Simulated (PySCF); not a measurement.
Dy(25+): ionisation energy

Dy(25+) [Kr] 4d5 [4d3/2^4 4d5/2^1, M_J = 5/2] → Dy(26+) [Kr] 4d4 [4d3/2^4, M_J = 0], as a difference of total energies. Calculation: PySCF 2.14, in an uncontracted even-tempered set (17 s from 1.9 bohr⁻², ratio 2.8; 14 p from 2.5 bohr⁻², ratio 2.8; 9 d from 2.5 bohr⁻², ratio 2.8; 3 f from 11 bohr⁻², ratio 3); the two-component X2C-1e Hamiltonian. Correlated levels: [Ar] 3d10 frozen; the 92 highest virtual spinors dropped. "Screened" scales the spin-orbit matrix elements by Boettger's factors to mimic the two-electron term; Breit and QED terms are absent.

```json
{"method": "GHF (spin-free)", "ionisation energy (eV)": "880.42"}
{"method": "GMP2 (spin-free)", "ionisation energy (eV)": "880.45"}
{"method": "GHF (screened spin-orbit)", "ionisation energy (eV)": "871.73"}
{"method": "GMP2 (screened spin-orbit)", "ionisation energy (eV)": "871.27"}
```

How much does correlation contribute at GMP2 (screened spin-orbit)?

871.27 − (871.73) = -0.46 eV, measured against GHF (screened spin-orbit).

Breit and QED terms and the two-electron picture change are absent.

The spin-free rows relax to the high-spin LS determinant and lack the spin-orbit shift.

The labels give the starting determinants; with spin-orbit coupling the two ends relaxed to ⟨J²⟩ = 8.77, ⟨L²⟩ = 1.98, ⟨S²⟩ = 5.75 and ⟨J²⟩ = 0.00, ⟨L²⟩ = 2.45, ⟨S²⟩ = 2.45.

For comparison: 872 ± 4 eV (theoretical estimate listed by NIST; NIST Atomic Spectra Database, ionization energies).
